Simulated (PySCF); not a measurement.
# Nuclear repulsion and electron count by hand

System: I$_{2}$, triplet, at a GFN2-xTB geometry (a higher spin typed on purpose: for a closed-shell molecule this is an excited state) (all electrons, no relativity). Level: HF/STO-3G (PySCF). Sums are taken with unrounded values, so a last digit can differ.

Coordinates (Å):

```
atom        x        y         z
----  -------  -------  --------
I1    0.00000  0.00000  -1.58420
I2    0.00000  0.00000   1.58420
```

Task: Work out the nuclear repulsion energy and the numbers of alpha and beta electrons.

Result: In atomic units each pair adds Z_i Z_j / r_ij, with r in bohr (1 bohr = 0.529177 Å).
| pair | r (Å) | r (bohr) | Z_i Z_j | term (Eh) |
|---|---|---|---|---|
| I1-I2 | 3.1684 | 5.9874 | 2809 | 469.1521 |
The sum is 469.1521 Eh; PySCF gives 469.1521 Eh. The atomic numbers add up to 106, so at charge +0 there are 106 electrons; multiplicity 3 means 2 unpaired, so 54 alpha and 52 beta.
